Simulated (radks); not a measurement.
Values are calculated unless marked as measured or tabulated.
Ionisation of neutral sulfur, [Ne] 3s2 3p4, to S+, [Ne] 3s2 3p3, under several functionals. Scalar-relativistic Kohn-Sham, spin-unpolarised, spherical densities, finite nucleus; a radial shooting solver on a logarithmic mesh with Libxc functionals.

functional                                        E(S) (hartree)  Exc (hartree)  IE (eV)  -e(HOMO) (eV)  <r> HOMO (bohr)  IE error (eV)
PBE                                                   -399.04554      -25.46549   11.769          7.009            2.072         +1.409
LDA (Slater exchange, Perdew-Zunger correlation)      -397.83034      -24.20967   11.863          7.112            2.072         +1.503
HCTH/407                                              -399.26042      -25.71784   11.993          7.213            2.064         +1.633
r2SCAN                                                -399.17696      -25.60610   11.961          7.220            2.063         +1.601
SOGGA                                                 -398.29573      -24.69415   11.652          6.898            2.071         +1.292

NIST Atomic Spectra Database: 10.360 eV (measured). Closest: SOGGA. The Delta-SCF values span 0.34 eV, the total energies 1.43 hartree. The highest occupied level is 3p. Spin polarisation and multiplet splitting are left out, so open shells lie too high by an amount that depends on their filling.

Beside tabulated values, note that spin-unpolarised runs miss the spin-polarisation part of the exchange energy of open shells.
